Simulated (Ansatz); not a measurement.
`[CH2][Al]([CH3])[F]`, charge 0, multiplicity 2.

Q: Give a relaxed structure at PBE0-D4/def2-TZVP (Ansatz). (Best estimate.)

A: The calculation gave: 
Cartesian coordinates in Å:
```
C 0.5883 1.7987 0.3301
Al 0.1676 0.1752 -0.5998
C -0.5513 -1.4391 0.1983
F 0.4514 0.1721 -2.2323
H 0.9913 2.6883 -0.1504
H 0.4513 1.9371 1.4014
H -1.5163 -1.6999 -0.2474
H 0.1129 -2.2911 0.0231
H -0.6951 -1.3412 1.2770
```
Point group Cs.
This is one stationary point; other conformers may exist.
